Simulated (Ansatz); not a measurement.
Cost and result for the atomization energy of CHF₂NSi, SMILES `FC1=N[SiH]1F` (6 atoms, 6 bonds).

Charge 0, multiplicity 1. The structure was optimised at the PBE0-D4/def2-TZVP level. Program: Ansatz. All runs use 2 threads of an Arm Neoverse V2 on a shared host. Times are those of one run each, without the atoms' runs, and a repeat can differ threefold. Electronic energies, without spin–orbit coupling; frozen cores. CCSD(T)/CBS adds CCSD(T) − MP2 in def2-TZVPP to the MP2 limit, and its time is that of the two runs behind it. T1 = 0.014.

CCSD(T)/CBS is a level of theory with its own doubt, some kJ/mol a heavy atom from the limit and from the frozen cores, so smaller differences don't rank the functionals.

| level | functions | wall time | atomization (kJ/mol) | difference from CCSD(T)/CBS | per bond |
| --- | --- | --- | --- | --- | --- |
| revPBE-D4/def2-TZVPP | 180 | 1.6 s | 2424.2 | 22.4 | 3.7 |
| BLYP-D4/def2-TZVPP | 180 | 1.6 s | 2438.3 | 36.5 | 6.1 |
| BHLYP-D4/def2-TZVPP | 180 | 2.1 s | 2254.9 | -146.9 | -24.5 |
| PBE0-D4/def2-TZVPP | 180 | 2.2 s | 2408.7 | 6.9 | 1.2 |
| CCSD(T)/def2-SVP | 79 | 2.2 s | 2187.0 | -214.8 | -35.8 |
| r2SCAN-D4/def2-TZVPP (with forces) | 180 | 3.6 s | 2415.4 | 13.6 | 2.3 |
| r2SCANh-D4/def2-TZVPP | 180 | 3.8 s | 2378.1 | -23.7 | -4.0 |
| B2PLYP/def2-TZVPP | 180 | 4 s | 2381.2 | -20.6 | -3.4 |
| PBE-QIDH/def2-TZVPP | 180 | 4 s | 2376.2 | -25.6 | -4.3 |
| ωB97X-V/def2-TZVPP | 180 | 6 s | 2423.8 | 22.0 | 3.7 |
| MP2/def2-QZVPP | 328 | 12 s | 2484.8 | 83.0 | 13.8 |
| CCSD(T)/def2-TZVPP | 180 | 53 s | 2309.9 | -91.9 | -15.3 |
| CCSD(T)/CBS(def2) | – | 65 s | 2401.8 | 0.0 | 0.0 |

From r2SCAN to r2SCAN0 (25 % exact exchange), in def2-TZVPP and without D4, the atomization energy moves by −91.3 kJ/mol: exact exchange takes away binding that semilocal exchange gives to molecules. The D4 term adds +18.7 kJ/mol with B3LYP and +9.6 kJ/mol with PBE0; it sums over pairs of atoms, weighted by their polarisabilities, and B3LYP, whose exchange is more repulsive, gets the larger term. In def2-TZVPP, CCSD(T) changes the Hartree–Fock value by +763.3 kJ/mol (the triples alone add +65.2 kJ/mol) and MP2 by +882.2 kJ/mol; breaking electron pairs costs correlation energy, which Hartree–Fock lacks.

B3LYP here is the variant with VWN-RPA as its local correlation; programs differ in this.
